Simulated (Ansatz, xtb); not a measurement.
# Isomers of F2H2SiTe+ in order of energy

3 gas-phase structures of F2H2SiTe+, found in a search over its isomers (lower ones may exist). Each was relaxed with GFN2-xTB; where two conformers were screened, the lower at r2SCAN-D4/def2-SVP is listed:

A. the doublet with the links of `F[SiH][TeH+]F`
B. a doublet given by its coordinates
C. the doublet with the links of `F[Si](F)[TeH2+]`

B (Å):

```xyz
6

F     1.6905    0.3601   -0.3369
F    -2.5974    0.5770    0.6414
Si    0.4515   -0.0526    0.5596
Te   -1.4521    1.4392   -0.6582
H     0.0270   -1.4158    0.2364
H     0.5398    0.5729    1.8799
```

Close contacts (Å): F1–Si3 1.58, F2–Te4 1.93, Si3–Te4 2.71, Si3–H5 1.46, Si3–H6 1.46.

Q: Estimate their order in r2SCAN-D4/def2-SVP energy at these geometries, lowest first.

A: Calculated order at r2SCAN-D4/def2-SVP: C (0.0), B (29.1), A (52.7) kcal/mol.

Energies above the lowest of each column, in kcal/mol; the last columns are at BLYP-D3(BJ)/def2-SVP geometries and were run for some of them only (a dash: not run or not comparable):

```
structure  GFN2-xTB  HF/STO-3G  r2SCAN-D4/def2-SVP  BLYP-D3(BJ)/def2-SVP  CCSD(T)/def2-SVP + ΔMP2/def2-TZVPP
        C       0.0        0.0                 0.0                   0.0                                 0.0
        B      15.2       15.4                29.1                  27.2                                28.3
        A      21.1       45.4                52.7                     –                                   –
```

Every level run on C puts it lowest or level with the lowest. Some further structures that were screened fall inside this span and aren't listed. Flexible structures stand in one conformer each, not always the lowest. Frequencies (BLYP-D3(BJ)/def2-SVP) were run for B, C alone. Open shells are spin-unrestricted, some with notable spin contamination. Atoms past krypton carry core potentials in the def2 sets, without spin–orbit terms. ΔMP2 is the change of the MP2 energy from the smaller to the larger basis.

Programs: Ansatz 0.2.0, xtb 6.7.1.
